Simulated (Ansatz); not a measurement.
Start from `C=C[Si](C)(N)O` and change one atom or group to get `C[Si](N)(O)Cl`.

Ansatz, PBE0-D4/def2-TZVP geometries, multiplicity 1. Each molecule was computed in one conformer, which needn't be the lowest.

| property | `C=C[Si](C)(N)O` |
| --- | --- |
| HOMO–LUMO gap (PBE/def2-TZVPP) / eV | 4.69 |
| HOMO–LUMO gap (B3LYP/def2-TZVPP) / eV | 6.61 |
| size of the dipole moment (ωB97M-V/def2-TZVPP) / D | 1.72 |
| HOMO energy (PBE0/def2-TZVPP) / eV | -7.22 |
| HOMO energy (B3LYP/def2-TZVPP) / eV | -6.99 |
| HOMO–LUMO gap (ωB97M-V/def2-TZVPP) / eV | 11.47 |

Problem. Give the same properties after the change, and the shifts. (Estimate.)

Solution. Ansatz gave: 
```json
{"property": "HOMO–LUMO gap (PBE/def2-TZVPP) / eV", "`C[Si](N)(O)Cl`": "6.21", "shift": "1.52"}
{"property": "HOMO–LUMO gap (B3LYP/def2-TZVPP) / eV", "`C[Si](N)(O)Cl`": "7.88", "shift": "1.27"}
{"property": "size of the dipole moment (ωB97M-V/def2-TZVPP) / D", "`C[Si](N)(O)Cl`": "0.92", "shift": "-0.80"}
{"property": "HOMO energy (PBE0/def2-TZVPP) / eV", "`C[Si](N)(O)Cl`": "-7.78", "shift": "-0.56"}
{"property": "HOMO energy (B3LYP/def2-TZVPP) / eV", "`C[Si](N)(O)Cl`": "-7.52", "shift": "-0.53"}
{"property": "HOMO–LUMO gap (ωB97M-V/def2-TZVPP) / eV", "`C[Si](N)(O)Cl`": "12.27", "shift": "0.80"}
```

With PBE0 the HOMO falls by 0.56 eV and the LUMO rises by 0.87 eV, so the gap widens by about 1.43 eV. PBE moves the HOMO by -0.47 eV and ωB97M-V by -0.60 eV. Dipoles are sizes alone; their direction can turn.

B3LYP here is the variant with VWN-RPA as its local correlation; programs differ in this.
